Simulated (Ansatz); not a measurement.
# Cl2H3Si2+: where a starting geometry ends

The starting geometry of this gas-phase singlet was optimised with GFN2-xTB; its bonds are those of `Cl[SiH+][SiH2]Cl`.

```xyz
7

Cl   -1.6412    2.2615    2.3202
Cl   -2.6412   -1.3073   -0.8066
Si   -1.5170    1.8677    0.4064
Si   -0.9626   -0.3166   -0.4361
H    -1.8845    3.0647   -0.3519
H    -0.1563   -0.0526   -1.6264
H    -0.1660   -0.9020    0.6457
```

Q: Predict what it relaxes into with PBE0-D3(BJ)/def2-SVP.

A: A new bond forms, giving a structure with Cl2 bridging Si3 and Si4, given below by its coordinates. Distances that change by over a tenth: Cl2–Si4 (1.98 → 2.25 Å). Contacts that close: Cl2–Si3 (3.58 → 2.28 Å).

The energy falls by 0.41 eV over 15 steps:

```
step  E − E(last) (eV)
   1             0.413
   3             0.303
   4             0.283
   6             0.212
   7             0.161
   9             0.042
  10             0.010
  12             0.000
  13             0.000
  15             0.000
```

Final geometry (Å):

```yaml
atoms:
  - { symbol: Cl, position_ang: [-1.9109, 1.9688, 2.2905] }
  - { symbol: Cl, position_ang: [-2.7293, -0.2104, -0.3427] }
  - { symbol: Si, position_ang: [-1.6378, 1.6757, 0.3300] }
  - { symbol: Si, position_ang: [-0.4849, -0.1542, -0.3828] }
  - { symbol: H, position_ang: [-2.1266, 2.7455, -0.5634] }
  - { symbol: H, position_ang: [-0.0715, -0.2767, -1.7981] }
  - { symbol: H, position_ang: [-0.0075, -1.1334, 0.6179] }
```

Frequencies at the end are all real (lowest 133 cm⁻¹). Run with Ansatz 0.2.0, 32 s on 1 thread of Intel(R) Xeon(R) 6975P-C (Granite Rapids) (shared host).
